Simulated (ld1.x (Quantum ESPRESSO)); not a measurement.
# technetium: excitation energies, all-electron against TM

```
Element                 : technetium (Tc)
Generator               : ld1.x (Quantum ESPRESSO) 7.5
Type                    : norm-conserving Troullier–Martins (Kleinman–Bylander form)
Functional              : PBE
Relativity              : scalar-relativistic
Frozen core             : [Kr]
Valence charge          : 7
Reference configuration : 4d5 5s1.75 5p0 (charge +0.25)
Partial waves           : 5s (bound): rc 2.30 bohr; 5p (bound, empty): rc 3.20 bohr; 4d (bound): rc 2.15 bohr
Local potential         : all-electron potential smoothed inside 2.55 bohr (lloc = -1)
Core correction         : Bessel-smoothed model core, default radius (core density twice the valence density)
```

Energies are relative to the spin-unpolarised reference configuration 4d5 5s1.75 5p0; without spin polarisation the order of configurations can differ from experiment.

| valence configuration | charge | ΔE all-electron (eV) | error AE − PS (meV) |
| --- | --- | --- | --- |
| 4d5 5s2 5p0 | 0 | -1.448 | +0.2 |
| 4d5 5s0 5p0 | +2 | 21.556 | -35 |
| 4d6 5s0 5p0 | +1 | 4.717 | -138 |
| 4d4 5s2 5p1 | 0 | 5.157 | -70 |
| 4d5 5s0 5p2 | 0 | 6.263 | -8.9 |
| 4d3 5s0 5p0 | +4 | 92.297 | -742 |

Task: What are ΔE and the potential's error for 4d5 5s1 5p0?

Result: ΔE = 6.705 eV all-electron; the error (AE − PS) is -3.0 meV.

These tests converged, but a pseudo level misses the all-electron one widely, so the file describes the atom poorly there or has found another state: 4d3 5s0 5p0: empty 5s by 5.4 eV (a node warning on the way).
